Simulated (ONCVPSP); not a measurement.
Potentials for P (Z = 15) compared

Generated with ld1.x 7.5 (TM, RRKJ, ultrasoft, PAW), atompaw 4.2 or ONCVPSP 4.0.1. The cutoff is in Ry: for ld1.x and atompaw files where the sum of valence levels is converged to 10 mRy in a Bessel basis, for ONCV files where the hardest occupied wave has 1 mHa per electron of residual kinetic energy. The error is the largest all-electron minus pseudo excitation energy over each file’s own four to seven test configurations (ionisations up to +4, promotions, holes and added fractions of an electron), all of which were solved. The labels leave out finer settings (local radius, basis sizes, second energies), which also bear on the numbers. Spin-polarised tests are not counted. The rows are a selection from randomly drawn settings: files with unsolved tests, undetermined cutoffs or missed reference levels are left out.

A true bound ghost makes a file unfit for plane-wave use even where its test errors are small: the radial tests pick states by their node count and pass the ghost by.

```csv
potential,cutoff (Ry),largest error (meV),bound ghosts
"ONCV, PBE, scalar-relativistic, rc 1.40/1.80 (sp), local smoothed, core correction yes, reference 3s1.5 3p3.5, qcut 3.8/5.3, projectors 2/2",39,-44,none
"ONCV, PBE, non-relativistic, rc 0.70/0.70/0.75 (spd), local smoothed, core correction yes, reference 2s2 2p6 3s2 3p2.5, qcut 16.7/18.1/14.7, projectors 2/2/2",272,-190,none
"ONCV, PBE, non-relativistic, rc 1.30/1.90/1.80 (spd), local smoothed, core correction yes, reference 3s2 3p3, qcut 5.9/3.5/4.9, projectors 3/2/2",154,+122,"s, d"
"ONCV, PBEsol, scalar-relativistic, rc 1.50/1.80 (sp), local smoothed, core correction yes, reference 3s1.5 3p3.5, qcut 3.7/5, projectors 2/2",44,+10,none
"ONCV, PBE, scalar-relativistic, rc 1.30/1.75 (sp), local smoothed, core correction yes, reference 3s1 3p4, qcut 6/5.2, projectors 1/2",21,+15,none
```

(1) Fill in the row for P: ONCV, LDA (Perdew-Wang 92), scalar-relativistic, rc 1.35/1.25 (sp), local smoothed, core correction yes, reference 3s2 3p1, qcut 3.9/7.1, projectors 3/2.

(2) Fill in the row for P: ONCV, PBE, scalar-relativistic, rc 0.75/0.90 (sp), local smoothed, core correction no, reference 2s2 2p6 3s2 3p1, qcut 16.5/14.4, projectors 2/2.

(3) Fill in the row for P: ONCV, PBEsol, scalar-relativistic, rc 1.40/1.30 (sp), local smoothed, core correction yes, reference 3s2 3p3, qcut 5.9/7, projectors 1/1.

## Answers

(1) cutoff 54 Ry, largest error -34 meV, bound ghosts: s, p.

(2) cutoff 182 Ry, largest error +743 meV, bound ghosts: none.

(3) cutoff 120 Ry, largest error +154 meV, bound ghosts: none.
